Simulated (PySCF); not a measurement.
Species: C8H6Cl (doublet state).
Geometry (GFN2-xTB, Å), atoms numbered from 1 in this order:
```
atom  x, y, z in Å
C1    -3.6342   -0.5366   -0.3667
C2    -2.2022   -0.3611   -0.3309
C3    -1.0092   -0.2040   -0.2971
C4     0.3860   -0.0492   -0.2707
C5     1.0949    1.0044    0.1973
C6     2.5625    0.7595    0.0352
C7     2.5898   -0.6132   -0.6062
Cl8    4.0636   -1.3735   -1.0113
C9     1.3396   -1.0261   -0.7577
H10   -3.9868   -0.5130   -1.3981
H11   -4.1241    0.2596    0.1936
H12   -3.9023   -1.4970    0.0735
H13    0.6897    1.9011    0.6289
H14    3.0385    1.5017   -0.6086
H15    3.0898    0.7555    0.9911
```

The species is `CC#CC1=CCC(Cl)=[C]1` [radical].

Method used: UKS B3LYP, pcH-1 on C Cl H, non-relativistic, mean-field spin-orbit, GIAO in PySCF. Geometry: GFN2-xTB; no solvent, vibrations or thermal averaging. A GFN2-xTB geometry isn't a minimum of the functional, and hyperfine couplings can be far from their values at a DFT geometry. The SCF solution wasn't tested for stability.

Question: Break the g tensor into its mass correction, gauge correction and orbital-Zeeman/spin–orbit terms.

Answer: 
```
                    Δg (ppm)      1     2     3
relativistic mass correction   -163  -163  -163
            gauge correction     20    10    17
   orbital Zeeman/spin–orbit  -1893   -19   510
                       total  -2036  -172   364
```

So g = 2.00028, 2.00215, 2.00268 and g_iso = 2.00170; the tensor is rhombic: the two nearest values differ by 22 % of g3 − g1. Axes: g1 points within 3° of the C7–C9 bond.

Question: How much does each term add to the isotropic shift?

Answer: The orbital-Zeeman/spin–orbit term -467, the mass correction -163 and the gauge correction 16 ppm, for a total of -615 ppm. The orbital-Zeeman/spin–orbit term is the largest in size. The mass correction is the same along every axis, so the anisotropy comes from the other two: their spans along these axes are 10 (gauge) and 2404 ppm (orbital Zeeman/spin–orbit).

Question: At 9.487 GHz, how far is the centre of the isotropic spectrum from where a free electron (g = 2.002319) resonates?

Answer: B = hν/(g μB) with μB/h = 13.99624 MHz/mT gives 338.52 mT for the free electron and 338.62 mT at g_iso, 0.10 mT higher.

Question: What are the electron Larmor frequencies g μB B/h along the three axes at 1200 mT?

Answer: 33.5957, 33.6271, 33.6361 GHz for g1, g2 and g3, a range of 40.3 MHz.

Question: In a frozen sample, at which fields do the three g values resonate at 9.5, 34, 94 and 263 GHz (hyperfine left aside), and which band first spreads them over more than twice a line width of 1.0 mT?

Answer: 
```
band    GHz  B(g3) mT  B(g2) mT  B(g1) mT  spread mT
   X    9.5    338.92    339.01    339.33       0.41
   Q   34.0   1212.98   1213.31   1214.44       1.46
   W   94.0   3353.54   3354.44   3357.57       4.02
   J  263.0   9382.79   9385.30   9394.05      11.26
```

The spread grows in proportion to the frequency. W band is the first where it exceeds 2.0 mT.

The Mulliken spin populations are largest on C9 (+1.04), C7 (-0.13) and C6 (+0.06). No atom but C9 exceeds +0.15. The positive populations add up to 1.18 and the negative ones to -0.18, together 2S = 1.

The HOMO–LUMO gaps are 4.71 eV among the α and 2.93 eV among the β orbitals.

The run took 1.7 min (with the writing of density and orbital grids) on one thread of an Arm Neoverse V2, no GPU, shared host with 96 logical CPUs at a one-minute load of 56, and the process peaked at 1.1 GiB of memory.
